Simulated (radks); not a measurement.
Species: the scandium ion Sc+. Configuration: [Ar] 3d1 4s1.

Method: scalar-relativistic Kohn-Sham, BLYP, spin-polarised, spherical densities, point nucleus; open shells are filled with parallel spins first; computed with a radial shooting solver on a logarithmic mesh with Libxc functionals.

Energy parts (hartree):
total: -764.07665
kinetic: 769.94152
electron-nucleus: -1809.86176
Hartree: 314.84183
exchange-correlation: -38.99824

Orbitals (lengths in bohr, moments of r in powers of bohr; <r^-3> diverges for s and p1/2; r(90%) holds 90 % of the orbital's charge):
| orbital | occ. | eigenvalue (hartree) | <r^2> | <r^-3> | r(90%) |
|---|---|---|---|---|---|
| 1s up | 1 | -161.9242 | 0.007175 | - | 0.130 |
| 1s down | 1 | -161.9230 | 0.007175 | - | 0.130 |
| 2s up | 1 | -17.68825 | 0.1398 | - | 0.535 |
| 2s down | 1 | -17.67904 | 0.1397 | - | 0.534 |
| 2p up | 3 | -14.53231 | 0.1171 | 223.7 | 0.507 |
| 2p down | 3 | -14.52482 | 0.1169 | 223.8 | 0.507 |
| 3s up | 1 | -2.28357 | 1.334 | - | 1.61 |
| 3s down | 1 | -2.25024 | 1.333 | - | 1.61 |
| 3p up | 3 | -1.49879 | 1.610 | 24.89 | 1.80 |
| 3p down | 3 | -1.46545 | 1.608 | 24.90 | 1.80 |
| 3d up | 1 | -0.37767 | 3.823 | 1.477 | 2.99 |
| 4s up | 1 | -0.37244 | 12.37 | - | 4.85 |
| 3d down | 0 | -0.34280 | 3.786 | 1.493 | 2.97 |

The highest occupied level is 4s up at -10.135 eV. The density falls to 0.001 e/bohr^3 at r = 4.24 bohr. Summed over all electrons, <r^2> = 29.51 bohr^2, which gives a Langevin (diamagnetic) susceptibility term of -23.4 x 10^-6 cm^3/mol.
